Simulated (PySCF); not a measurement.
Isomers of C2H8AlN, mass 73.047 u with the commonest isotopes. Theory: PBE0-D3(BJ)/def2-SVP geometry optimisation, gas phase in PySCF 2.14.0. One conformer each, none proved a minimum here; rigid rotors.

Question: Order these by rotational constant C, smallest first.
A. `[CH3:1][NH:2][AlH:3][CH3:4]` with C1–N2–Al3–C4 -179°
B. `C[N](C)[AlH2]`
C. `[CH2:1]=[CH:2][AlH2-:3][NH3+:4]` with C1–C2–Al3–N4 -98°

Answer: A (2358 MHz), C (2645 MHz), B (3046 MHz).

Question: Order these by rotational constant B, smallest first.
A. `[CH3:1][NH:2][AlH:3][CH3:4]` with C1–N2–Al3–C4 -179°
B. `[CH2:1]=[CH:2][AlH2-:3][NH3+:4]` with C1–C2–Al3–N4 -98°
C. `C[N](C)[AlH2]`

Answer: A (2588 MHz), B (3048 MHz), C (4387 MHz).

Question: Order these by rotational constant A, largest first.
A. `[CH3:1][NH:2][AlH:3][CH3:4]` with C1–N2–Al3–C4 -179°
B. `[AlH2][N](C)C`
C. `[CH2:1]=[CH:2][AlH2-:3][NH3+:4]` with C1–C2–Al3–N4 -98°

Answer: A (19875 MHz), C (9338 MHz), B (8853 MHz).

```csv
SMILES,point group,Ia (u·Å²),Ib (u·Å²),Ic (u·Å²),κ,μa (D),μb (D),μc (D)
C[N](C)[AlH2],C2v,57.08,115.19,165.90,-0.54,1.12,0.00,0.00
C=[CH][AlH2-][NH3+],C1,54.12,165.81,191.06,-0.88,3.07,4.56,0.39
C[NH][AlH][CH3],near Cs,25.43,195.25,214.33,-0.97,0.33,1.20,0.01
```
